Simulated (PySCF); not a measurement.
Species: Cd(SMe)2, C2H6CdS2 (singlet state).
Bonds: Cd1–S2, Cd1–S7, S2–C3, S7–C8. Hydrogens: H4, H5, H6 on C3; H9, H10, H11 on C8.

Computed, not measured: PBE0-D3(BJ)/def2-SVP geometry optimisation, gas phase, def2 core potentials past Kr (PySCF).

(1) List the bond lengths and angles at this level.

## Answers

(1) 
```
                  bond  length (bohr)
        Cd1–S2, Cd1–S7          4.437
          S2–C3, S7–C8          3.455
C3–H4 and 5 like bonds          2.077
```

Bonds in one row agree within 0.02 bohr and their mean is given. A selection of angles:
```
    angle  degrees
S2–Cd1–S7    179.0
Cd1–S2–C3    102.8
 S2–C3–H4    112.3
 S2–C3–H5    106.2
 H4–C3–H5    108.1
 H4–C3–H6    109.6
Cd1–S7–C8    102.1
```

Cd1 (cadmium bonded to 2 S) is linear (angle 179.0°).

Point group: C2 (every atom within 0.08 Å of its image). No PBE0-D3(BJ)/def2-SVP frequencies stand behind this structure, so it isn't proved a minimum.
